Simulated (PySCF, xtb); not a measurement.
MgHBr, SMILES [Br][MgH].

GFN2-xTB (xtb 6.7.1) at its own geometry gives an orbital gap of 4.17 eV and a dipole moment of 4.42 D.

The structure is a stationary point at B3LYP-D3(BJ)/def2-TZVP.

What does B3LYP/def2-TZVPD run with PySCF give? (Estimate from the structure and the level; the computed values follow.)

gap 6.54 eV (levels -7.91 and -1.37 eV), dipole 1.56 D.
